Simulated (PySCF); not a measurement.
The dipole of `CC[C@@](C)(C=O)[C@H](C)[SiH3]` from its density and from atomic charges.

Coordinates (GFN2-xTB, Å) and charges (e) from the PBE0/pcSseg-1 density (PySCF):

```json
{"atom": "C1", "x": "2.193", "y": "-0.388", "z": "1.248", "Mulliken": "-0.2488", "IAO": "-0.4154", "Hirshfeld": "-0.1135", "ESP-fitted": "-0.3420"}
{"atom": "C2", "x": "1.271", "y": "-1.129", "z": "0.286", "Mulliken": "-0.1730", "IAO": "-0.2525", "Hirshfeld": "-0.0653", "ESP-fitted": "+0.0993"}
{"atom": "C3", "x": "0.284", "y": "-0.224", "z": "-0.479", "Mulliken": "-0.6363", "IAO": "-0.0111", "Hirshfeld": "+0.0096", "ESP-fitted": "+0.1946"}
{"atom": "C4", "x": "1.077", "y": "0.768", "z": "-1.353", "Mulliken": "-0.1329", "IAO": "-0.4114", "Hirshfeld": "-0.1117", "ESP-fitted": "-0.4861"}
{"atom": "C5", "x": "-0.477", "y": "-1.058", "z": "-1.469", "Mulliken": "+0.4262", "IAO": "+0.2724", "Hirshfeld": "+0.1507", "ESP-fitted": "+0.3608"}
{"atom": "O6", "x": "-1.584", "y": "-0.802", "z": "-1.859", "Mulliken": "-0.3711", "IAO": "-0.3710", "Hirshfeld": "-0.1602", "ESP-fitted": "-0.4125"}
{"atom": "C7", "x": "-0.719", "y": "0.533", "z": "0.404", "Mulliken": "-0.4605", "IAO": "-0.3646", "Hirshfeld": "-0.1060", "ESP-fitted": "+0.1061"}
{"atom": "C8", "x": "-1.316", "y": "-0.349", "z": "1.501", "Mulliken": "-0.2130", "IAO": "-0.4115", "Hirshfeld": "-0.1192", "ESP-fitted": "-0.5815"}
{"atom": "Si9", "x": "-2.184", "y": "1.307", "z": "-0.577", "Mulliken": "+0.5336", "IAO": "+0.5981", "Hirshfeld": "+0.2681", "ESP-fitted": "+0.2474"}
{"atom": "H10", "x": "1.626", "y": "0.196", "z": "1.967", "Mulliken": "+0.1178", "IAO": "+0.1377", "Hirshfeld": "+0.0409", "ESP-fitted": "+0.0806"}
{"atom": "H11", "x": "2.864", "y": "0.280", "z": "0.714", "Mulliken": "+0.1136", "IAO": "+0.1384", "Hirshfeld": "+0.0407", "ESP-fitted": "+0.0899"}
{"atom": "H12", "x": "2.801", "y": "-1.105", "z": "1.796", "Mulliken": "+0.1209", "IAO": "+0.1469", "Hirshfeld": "+0.0450", "ESP-fitted": "+0.0961"}
{"atom": "H13", "x": "1.887", "y": "-1.659", "z": "-0.446", "Mulliken": "+0.1150", "IAO": "+0.1271", "Hirshfeld": "+0.0355", "ESP-fitted": "-0.0091"}
{"atom": "H14", "x": "0.708", "y": "-1.884", "z": "0.838", "Mulliken": "+0.1234", "IAO": "+0.1319", "Hirshfeld": "+0.0363", "ESP-fitted": "-0.0197"}
{"atom": "H15", "x": "1.565", "y": "1.505", "z": "-0.722", "Mulliken": "+0.1292", "IAO": "+0.1470", "Hirshfeld": "+0.0478", "ESP-fitted": "+0.1172"}
{"atom": "H16", "x": "0.417", "y": "1.292", "z": "-2.038", "Mulliken": "+0.1342", "IAO": "+0.1515", "Hirshfeld": "+0.0409", "ESP-fitted": "+0.1265"}
{"atom": "H17", "x": "1.836", "y": "0.247", "z": "-1.935", "Mulliken": "+0.1137", "IAO": "+0.1380", "Hirshfeld": "+0.0417", "ESP-fitted": "+0.1322"}
{"atom": "H18", "x": "0.068", "y": "-1.933", "z": "-1.871", "Mulliken": "+0.0827", "IAO": "+0.1047", "Hirshfeld": "+0.0459", "ESP-fitted": "-0.0054"}
{"atom": "H19", "x": "-0.173", "y": "1.345", "z": "0.892", "Mulliken": "+0.1407", "IAO": "+0.1353", "Hirshfeld": "+0.0345", "ESP-fitted": "+0.0361"}
{"atom": "H20", "x": "-2.082", "y": "0.206", "z": "2.038", "Mulliken": "+0.1339", "IAO": "+0.1445", "Hirshfeld": "+0.0439", "ESP-fitted": "+0.1534"}
{"atom": "H21", "x": "-0.574", "y": "-0.671", "z": "2.230", "Mulliken": "+0.1204", "IAO": "+0.1311", "Hirshfeld": "+0.0370", "ESP-fitted": "+0.1562"}
{"atom": "H22", "x": "-1.784", "y": "-1.232", "z": "1.070", "Mulliken": "+0.1146", "IAO": "+0.1360", "Hirshfeld": "+0.0354", "ESP-fitted": "+0.1424"}
{"atom": "H23", "x": "-1.834", "y": "1.801", "z": "-1.906", "Mulliken": "-0.0897", "IAO": "-0.1253", "Hirshfeld": "-0.0847", "ESP-fitted": "-0.0680"}
{"atom": "H24", "x": "-2.503", "y": "2.507", "z": "0.225", "Mulliken": "-0.1213", "IAO": "-0.1601", "Hirshfeld": "-0.1084", "ESP-fitted": "-0.1588"}
{"atom": "H25", "x": "-3.376", "y": "0.472", "z": "-0.546", "Mulliken": "-0.0732", "IAO": "-0.1176", "Hirshfeld": "-0.0838", "ESP-fitted": "-0.0559"}
```

**Question.** What dipole does each set of charges give (1 e·Å = 4.803 D), and what does the density give?

**Answer.** The full density gives (3.28, -1.16, 0.91) D, 3.60 D in size; dipole vectors point from the negative to the positive end.

```
    scheme    μx     μy    μz  size (D)  share of the full size (%)  angle to the full dipole (°)
  Mulliken  2.46  -0.32  0.90      2.64                          73                            13
       IAO  2.79  -0.77  0.38      2.92                          81                             8
 Hirshfeld  2.31  -1.22  0.14      2.62                          73                            14
ESP-fitted  3.29  -1.16  0.94      3.61                         100                             0
```

**Question.** Which set comes closest?

**Answer.** Length of the difference vector: ESP-fitted 0.03 D, IAO 0.82 D, Mulliken 1.18 D, Hirshfeld 1.24 D. Closest: ESP-fitted. 

**Question.** What is left for the Hirshfeld atoms' own dipoles?

**Answer.** The shares of the density sum to the whole, so what Σ q r misses lies in dipoles about the nuclei. The atomic dipoles sum to (3.28, -1.16, 0.91) − (2.31, -1.22, 0.14) = (0.97, 0.06, 0.77) D, 1.24 D in size.

**Question.** With the origin at the mean of the coordinates, (0.000, 0.001, 0.000) Å, which are the largest single terms, by size, of the Hirshfeld dipole along the direction of the full one?

**Answer.** Si9 -3.30, H24 +1.58, H25 +1.36, C1 -1.33, O6 +1.27 D; all 25 atoms together +2.54 D. The single terms depend on the origin, their sum doesn't.

**Question.** Give the size of the full dipole in other units.

**Answer.** 3.60 D = 1.417 au = 0.750 e·Å = 12.01 × 10⁻³⁰ C·m.

Geometry: GFN2-xTB, one conformer, isolated molecule.

The values belong to the conformer `[CH3:1][CH2:2][C@@:3]([CH3:4])([CH:5]=[O:6])[C@H:7]([CH3:8])[SiH3:9]`: C1–C2–C3–C4 62°, C2–C3–C5–O6 152°, C2–C3–C7–C8 -44°.
